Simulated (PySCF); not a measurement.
Mapped SMILES: `[CH2:1]=[C:2](/[CH:3]=[CH:4]/[F:5])[CH2:6][C:7]([F:8])([F:9])[F:10]`; H(Xn) means a hydrogen on atom n. Ha(C1) is cis to C3; Hb(C1) is trans to C3.

[PySCF 2.14.0 with density-fitted response routines: NMR shieldings at PBE0/pcSseg-1/GIAO; geometry: GFN2-xTB; non-relativistic; no solvent; averaged over atoms made equivalent by symmetry, fast rotation or ring inversion; single conformer]

References, each an isolated molecule treated in the same way: TMS for 13C and 1H; CFCl3 for 19F.

| atoms | nucleus | count | Hirshfeld charge | δ (ppm) |
| --- | --- | --- | --- | --- |
| Ha(C1) | 1H | 1 | 0.05 | ? |
| H(C4) | 1H | 1 | 0.05 | 7.28 |
| C2 | 13C | 1 | 0.00 | 139.6 |
| F5 | 19F | 1 | -0.08 | ? |
| Hb(C1) | 1H | 1 | 0.05 | 5.47 |
| H(C6) | 1H | 2 | 0.06 | 2.83 |
| C4 | 13C | 1 | 0.05 | 163.6 |
| C3 | 13C | 1 | -0.08 | 121.9 |
| C1 | 13C | 1 | -0.10 | ? |
| C6 | 13C | 1 | -0.09 | 41.7 |
| H(C3) | 1H | 1 | 0.05 | ? |
| C7 | 13C | 1 | 0.26 | 134.5 |
| F8/F9/F10 | 19F | 3 | -0.09 | -81.1 |

Q: Fill in the missing shifts.

A: 
- C1: 130.1 ppm, terminal =CH2 carbon; as expected for a trigonal carbon in a double bond
- H(C3): 6.45 ppm, hydrogen on an alkene CH; olefinic region
- Ha(C1): 5.65 ppm, hydrogen on a terminal =CH2 carbon; olefinic region
- F5: -121.6 ppm, vinylic fluorine

Shifts are as computed. Against solution values, carbons near 30 ppm lie about +3 ppm off and those near 130 ppm about +5 ppm (rms about the fit 2.1 ppm; single classes can miss by 10 ppm). Of 1328 compounds with measured shifts, 309 miss one by over three times the rms of a fit or turn the order of signals round; such compounds aren't used in these exercises. Signals without a measured value on file couldn't be tested in this way; 1H shifts scatter by 0.2 ppm about their fit, and single ones miss by 0.5 ppm. Unscaled 19F shifts against computed CFCl3 carry errors that often reach 10 to 50 ppm.
